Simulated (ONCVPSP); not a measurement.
# Reading a pseudo-wave (aluminium)

Columns: radius, all-electron u(r) and pseudo u(r) of the 3p shell (level -5.70 eV) of aluminium in the configuration [Ne] 3s2 3p0.5; PBE, scalar-relativistic, ONCV scheme, ONCVPSP 4.0.1.

```csv
r (bohr),all-electron,pseudo
0.123,-0.1066,0.0038
0.246,-0.2096,0.0151
0.369,-0.2360,0.0339
0.492,-0.2033,0.0599
0.615,-0.1368,0.0923
0.738,-0.0544,0.1300
0.861,0.0328,0.1717
0.984,0.1182,0.2162
1.107,0.1983,0.2625
1.230,0.2711,0.3099
1.353,0.3359,0.3573
1.476,0.3926,0.4034
1.599,0.4417,0.4465
1.722,0.4834,0.4852
1.845,0.5177,0.5183
1.968,0.5450,0.5452
2.091,0.5657,0.5657
2.214,0.5802,0.5802
2.337,0.5893,0.5893
2.460,0.5934,0.5934
2.583,0.5932,0.5932
2.706,0.5892,0.5892
2.829,0.5819,0.5819
2.952,0.5719,0.5719
3.075,0.5597,0.5597
3.198,0.5456,0.5456
```

Q: How many radial nodes do the two functions have?

A: The all-electron 3p function has n − l − 1 = 1; the pseudo-wave has 0, since the states of the same l below it are removed with the core.

Q: At about which radius was the pseudo-wave matched?

A: 2.46 bohr. The columns agree to 0.0005 from 1.97 bohr on; several derivatives are matched, so the curves merge somewhat inside the radius.

Q: Is the pseudo-wave norm-conserving?

A: Yes: the ONCV scheme keeps the norm inside the radius equal to the all-electron one, which fixes the energy derivative of the logarithmic derivative at the level.
